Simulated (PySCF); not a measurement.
Electron correlation in Ni⁺ (nickel, charge +1)

[Ar] 3d8 4s1, high-spin 4F determinant (an excited configuration). Computed with PySCF 2.14 in ANO-RCC-VTZP (6s5p3d2f1g, 59 functions), with the spin-free X2C one-electron Hamiltonian (Gaussian nucleus). Frozen: [Ar]; 9 electrons correlated.

MP2 pair energies summed by pair of shells (mhartree):

```csv
pair,energy,share (%)
3d-3d,-264.77,91.9
3d-4s,-23.33,8.1
```

Total MP2 correlation energy: -288.10 mhartree.

Same-spin part -113.44 and opposite-spin part -174.66 mhartree; SCS-MP2 scales them by 1/3 and 6/5 to -247.40 mhartree.
